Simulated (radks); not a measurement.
Values are calculated unless marked as measured or tabulated.
All-electron atom: Ir3+ in [Xe] 4f14 5d5 6d1 (not the ground configuration). Code: a radial shooting solver on a logarithmic mesh with Libxc functionals. Model: scalar-relativistic Kohn-Sham, PBE, spin-polarised, spherical densities, finite nucleus; open shells are filled with parallel spins first (spin-orbit coupling, left out, can overturn this in heavy ions); Fermi nuclear charge, rms radius 5.4032 fm.

Normalised radial functions P(r) = r R(r), r in bohr:

r,5s down,5p down
0.001428,0.0984,0.0039
0.001662,0.1093,0.0050
0.001951,0.1215,0.0065
0.002271,0.1337,0.0084
0.002665,0.1470,0.0109
0.003103,0.1599,0.0140
0.003641,0.1732,0.0182
0.004239,0.1850,0.0232
0.004974,0.1959,0.0300
0.005837,0.2041,0.0386
0.006795,0.2083,0.0488
0.007975,0.2074,0.0621
0.009284,0.2000,0.0776
0.01089,0.1834,0.0973
0.01268,0.1577,0.1194
0.01488,0.1187,0.1462
0.01733,0.0695,0.1745
0.02033,0.0054,0.2061
0.02367,-0.0652,0.2358
0.02778,-0.1449,0.2635
0.03234,-0.2185,0.2819
0.03795,-0.2830,0.2870
0.04453,-0.3203,0.2702
0.05184,-0.3169,0.2279
0.06084,-0.2609,0.1508
0.07083,-0.1536,0.0471
0.08312,0.0082,-0.0865
0.09676,0.1855,-0.2200
0.1136,0.3558,-0.3397
0.1322,0.4534,-0.4017
0.1551,0.4403,-0.3805
0.1806,0.2946,-0.2615
0.2119,0.0192,-0.0423
0.2487,-0.3096,0.2271
0.2895,-0.5693,0.4586
0.3398,-0.6763,0.5923
0.3955,-0.5567,0.5557
0.4642,-0.2077,0.3298
0.5404,0.2522,-0.0219
0.6341,0.7355,-0.4474
0.7382,1.0719,-0.8063
0.8663,1.2183,-1.0509
1.009,1.1552,-1.1176
1.184,0.9353,-1.0243
1.378,0.6664,-0.8304
1.617,0.4034,-0.5862
1.897,0.2090,-0.3627
2.209,0.0956,-0.2014
2.592,0.0347,-0.0926
3.018,0.0108,-0.0373
3.541,0.0025,-0.0117
4.123,0.0005,-0.0031
4.838,0.0001,-0.0006
5.632,0.0000,-0.0001
6.609,0.0000,0.0000
7.694,0.0000,0.0000
9.029,0.0000,0.0000
10.51,0.0000,0.0000
12.34,0.0000,0.0000

5s down: eigenvalue -135.14 eV, 4 radial nodes at r = 0.0206, 0.0825, 0.214, 0.499 bohr, <r> = 0.968 bohr, 90 % of the charge inside 1.38 bohr. 5p down: eigenvalue -90.943 eV, 3 radial nodes at r = 0.0751, 0.218, 0.536 bohr, <r> = 1.11 bohr, 90 % of the charge inside 1.61 bohr.
